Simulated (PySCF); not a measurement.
**Potential energy of BeAs⁺ along the bond**

Set-up: PySCF, no relativity, basis sets Be def2-TZVP, As def2-TZVP. Energies in eV from Be⁺ + As in their ground configurations at the same level. State: ³Σ⁻ (triplet), unpaired electrons π ↑↑.

Curves on a restricted Hartree–Fock reference rise too fast on stretching and do not dissociate correctly.

| R (Å) | ROHF-CCSD(T) | PBE0 |
| --- | --- | --- |
| 1.832 |  | -1.997 |
| 1.917 | -2.015 | -2.354 |
| 2.002 | -2.239 | -2.549 |
| 2.066 | -2.330 | -2.616 |
| 2.130 | -2.369 | -2.634 |
| 2.194 | -2.371 | -2.615 |
| 2.279 | -2.331 | -2.548 |
| 2.386 | -2.234 | -2.424 |
| 2.513 | -2.081 | -2.245 |
| 2.684 |  | -1.994 |

Problem. Put a parabola through the three lowest points of the ROHF-CCSD(T) curve and estimate Re, k and ωe (reduced mass 8.045 u; 1 eV/Å² = 0.16022 mdyn/Å; ωe = 1302.8·√(k/μ) cm⁻¹).

Solution. Through R = 2.13, 2.194, 2.279 Å the second-order coefficient is 3.37 eV/Å², so Re ≈ 2.167 Å, k ≈ 1.08 mdyn/Å and ωe ≈ 477 cm⁻¹. A polynomial fit of higher order to the unrounded ROHF-CCSD(T) energies gives Re = 2.165 Å, k = 1.27 mdyn/Å, ωe = 517 cm⁻¹; anharmonicity and rounding make the difference.

The higher-order fit for each curve: ROHF-CCSD(T): Re = 2.165 Å, ωe = 517 cm⁻¹, De = 2.37 eV; PBE0: Re = 2.125 Å, ωe = 559 cm⁻¹, De = 2.63 eV.

Correlated steps freeze 9 core orbitals. ⟨S²⟩ of the unrestricted solution departs from its pure value on part of the curve, where spin states mix. Spin–orbit coupling is left out. For an ion De counts to the pair picked by the measured ionisation energies or electron affinities, which need not be the lowest pair at this level. The state is the lowest determinant that a PBE0 search found; another state may lie lower at other levels.
